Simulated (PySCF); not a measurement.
Species: C₄H₁₁PSi.
Cartesian coordinates in Å at the PBE0-D3(BJ)/def2-SVP level; atoms count from 1:
```xyz
17
C4H11PSi angstrom
C     -1.4762   -1.4130   -0.1196
C     -0.9453   -0.1711    0.5761
P     -1.6658    1.4159   -0.1843
C      0.0645    1.2771   -0.9227
C      0.4867    0.2695    0.1668
Si     1.7782   -1.0363   -0.3059
H     -2.5391   -1.5729    0.1166
H     -1.3923   -1.3402   -1.2164
H     -0.9232   -2.3139    0.1959
H     -1.0881   -0.2626    1.6635
H     -1.2678    2.2664    0.8979
H      0.6582    2.1978   -1.0113
H     -0.0099    0.8236   -1.9249
H      0.9190    0.8380    1.0090
H      1.9653   -2.0314    0.7970
H      3.0873   -0.3591   -0.5652
H      1.3808   -1.7695   -1.5481
```

Computed, not measured: TDDFT CAM-B3LYP/def2-SVPD, vertical, gas phase, core orbitals frozen in the response (PySCF).

Ground-to-excited transition dipoles (e·a0, same axes as the geometry; the sign carries no meaning), for the states with f of 0.002 or more among the lowest 7:

```csv
state,E (eV),μx,μy,μz
S1,5.523,0.230,0.369,-0.296
S2,5.960,-0.015,-0.239,-0.264
S3,6.813,0.485,-0.353,0.130
S4,7.065,-0.095,0.242,0.173
S5,7.215,-0.475,0.061,-0.166
S6,7.387,0.343,-0.175,-0.066
S7,7.456,-0.514,0.439,0.061
```

(1) Work out the oscillator strengths.

(2) Which bond between heavy atoms lies closest to the direction of the S7 transition dipole?

(3) What angle do the transition dipoles of S2 and S4 make?

(4) How is the summed strength of these states shared among x, y and z?

## Answers

(1) f = (2/3) ΔE |μ|² with ΔE in hartree (27.2114 eV).

```json
{"state": "S1", "|μ|² (au)": "0.277", "|μ| (D)": "1.34", "f": "0.037"}
{"state": "S2", "|μ|² (au)": "0.127", "|μ| (D)": "0.91", "f": "0.019"}
{"state": "S3", "|μ|² (au)": "0.377", "|μ| (D)": "1.56", "f": "0.063"}
{"state": "S4", "|μ|² (au)": "0.097", "|μ| (D)": "0.79", "f": "0.017"}
{"state": "S5", "|μ|² (au)": "0.257", "|μ| (D)": "1.29", "f": "0.045"}
{"state": "S6", "|μ|² (au)": "0.153", "|μ| (D)": "0.99", "f": "0.028"}
{"state": "S7", "|μ|² (au)": "0.461", "|μ| (D)": "1.73", "f": "0.084"}
```

(2) C5–Si6, at 10° from it; next C2–P3 at 38°.

(3) |cos θ| = |μa·μb| / (|μa| |μb|) = 0.92, so θ ≈ 23° (taken between 0 and 90°, since the signs are arbitrary).

(4) (2/3) Σ ΔE μα² gives 0.157 for x, 0.099 for y and 0.036 for z, 0.293 in all.

All these states lie below the vertical ionisation energy of 8.58 eV (ΔSCF).

Time: 91 s (grids of density and orbitals included); peak memory 1.0 GiB. Hardware: one thread of an Arm Neoverse V1, no GPU, shared host.

One conformer stands for the species.

Without π bonds the low states may be Rydberg-like; a valence basis with one diffuse set may place them up to an eV too high.
